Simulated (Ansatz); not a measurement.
Input for Ansatz (an electronic-structure program): U-PBE/def2-TZVPP on BeO+, 2S+1 = 2, a spin state set in the input, which need not be the lowest, a point of a bond scan (R = 1.428 Å). Charge +1.

Ansatz 0.2 input:
```yaml
crystal:
  periodic: [false, false, false]
  atoms:
    - {symbol: Be, position_ang: [0.00000000, 0.00000000, 0.00000000]}
    - {symbol: O, position_ang: [0.00000000, 0.00000000, 1.42807400]}
basis:
  gaussian:
    orbitals: def2-TZVPP
    pivot_positions_ang: [[0.00000000, 0.00000000, 0.00000000], [0.00000000, 0.00000000, 1.42807400]]
hamiltonian:
  xc: {name: PBE}
total_charge: 1
magnetization: {spin_polarized: true, initial_magnetization: 1}
output: {forces: true, orbitals: {seedname: ./end}}
```

Program output:

```
WARN ansatz: RAYON_NUM_THREADS=2 ignored (pool sized by the plan → 2); use --threads N
Functional definition: PBE
integrals: 0.00 GiB planned
292 factors; their error is unknown
mean field: 0.10 GiB planned
mean field evaluation 1: about -2417.6396 eV, gradient 6.9e1 eV
mean field evaluation 2: about -2259.3708 eV, gradient 1.3e2 eV
mean field evaluation 4: about -2434.1345 eV, gradient 4.0e0 eV
mean field evaluation 8: about -2434.1850 eV, gradient 1.4e-2 eV
mean field evaluation 16: about -2433.9462 eV, gradient 8.3e0 eV
mean field evaluation 32: about -2432.9998 eV, gradient 1.2e0 eV
mean field -2434.18498117 eV, -89.4546481083 hartree, gradient 4.5e-5 eV, S^2 0.753113; 7 other end points of the search recorded, 0 dependent functions left out
the calculation of the forces begins
reference -2434.18501803 eV, -89.4546494628 hartree; 6, 5 occupied and 44, 45 virtual orbitals, 292 factors
Total energy: -2434.18501803 eV, -89.4546494628 hartree
Atom 0 at     0.000000     0.000000     0.000000 Å, force    -0.000000    -0.000000    -0.343267 eV/Å
Atom 1 at     0.000000     0.000000     1.428074 Å, force     0.000000     0.000000     0.343267 eV/Å
Dipole moment:     0.000000    -0.000000    -1.528301 e Å
```

The run converged.

Cost: roughly 1.7 core-seconds.
